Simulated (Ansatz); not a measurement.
`O[SiH](F)O[SiH2]Cl` + `CCCCl` → `O[SiH](F)CCl` + `CCO[SiH2]Cl`  (formal exchange of groups at the Si–O bond)

Gas-phase electronic energies from Ansatz, PBE0-D4/def2-TZVP geometries. CCSD(T)/CBS is the MP2 limit (def2-TZVPP, def2-QZVPP) plus CCSD(T) − MP2 in def2-TZVPP, frozen cores. Each species was taken in one conformer, which may not be the lowest.

`O[SiH](F)O[SiH2]Cl`:

Z-matrix (Å, degrees):
```
Si
F 1 1.590
O 1 1.628 2 106.6
O 1 1.619 2 110.6 3 122.2
H 1 1.464 2 108.8 3 -118.7
Si 3 1.622 1 145.5 2 76.6
H 4 0.960 1 119.3 2 -72.8
Cl 6 2.062 3 109.2 1 15.8
H 6 1.476 3 110.5 1 -101.9
H 6 1.475 3 109.5 1 133.4
```

`CCCCl`:

```xyz
11

C     0.322   -1.116   -0.583
C     0.182    0.391   -0.469
C    -0.295    0.862    0.886
Cl   -1.956    0.305    1.250
H    -0.637   -1.611   -0.423
H     0.689   -1.400   -1.571
H     1.026   -1.502    0.159
H    -0.499    0.770   -1.236
H     1.152    0.871   -0.647
H    -0.321    1.949    0.945
H     0.337    0.479    1.689
```

`O[SiH](F)CCl`:

```xyz
9

O    -0.424    0.877    1.562
Si   -0.090    0.855   -0.027
F    -1.384    1.188   -0.897
C     0.496   -0.843   -0.560
Cl   -0.608   -2.075    0.124
H    -0.892    0.117    1.917
H     0.913    1.906   -0.285
H     1.498   -1.061   -0.189
H     0.492   -0.965   -1.644
```

`CCO[SiH2]Cl`:

```xyz
12

C     0.985    1.202   -1.160
C     0.105    0.069   -0.701
O    -0.078    0.159    0.705
Si   -0.767   -0.997    1.617
Cl   -2.731   -1.292    1.081
H     1.963    1.150   -0.679
H     1.127    1.154   -2.242
H     0.530    2.163   -0.913
H     0.559   -0.898   -0.955
H    -0.873    0.114   -1.194
H    -0.092   -2.303    1.429
H    -0.728   -0.521    3.012
```

```json
{"species": "`O[SiH](F)O[SiH2]Cl`", "CCSD(T)/CBS(def2) energy (Eh)": "-1290.76537"}
{"species": "`CCCCl`", "CCSD(T)/CBS(def2) energy (Eh)": "-578.15785"}
{"species": "`O[SiH](F)CCl`", "CCSD(T)/CBS(def2) energy (Eh)": "-964.41263"}
{"species": "`CCO[SiH2]Cl`", "CCSD(T)/CBS(def2) energy (Eh)": "-904.43784"}
```

Question: Work out ΔE.

Answer: ΔE = (-964.41263) + (-904.43784) − (-1290.76537) − (-578.15785) = 0.07275 Eh = +191.0 kJ/mol.

Question: What do rigid-rotor, harmonic-oscillator terms from PBE0-D4/def2-TZVP frequencies (298.15 K, 1 bar) make of the CCSD(T)/CBS value? (Best estimate.)

Answer: Computed: ΔZPE = -3.4 kJ/mol, ΔH = +188.0 kJ/mol, ΔS = 2 J/(mol·K), ΔG = +187.6 kJ/mol. Modes under 50 cm⁻¹ make the entropy rough.

Largest T1 diagnostic among the species: 0.011.

From r2SCAN to r2SCAN0 (25 % exact exchange), in def2-TZVPP and without D4, ΔE moves by +5.4 kJ/mol. Leaving LDA and LC-ωPBE aside and taking each functional with its dispersion term where it has one, the values, not all of them listed here, spread over 22.9 kJ/mol, from PBE-D4 to BHLYP-D4. LDA lies +6.8 kJ/mol from PBE without D4. At CCSD(T), def2-SVP lies −8.7 kJ/mol from the extrapolated value and def2-TZVPP −1.9 kJ/mol.
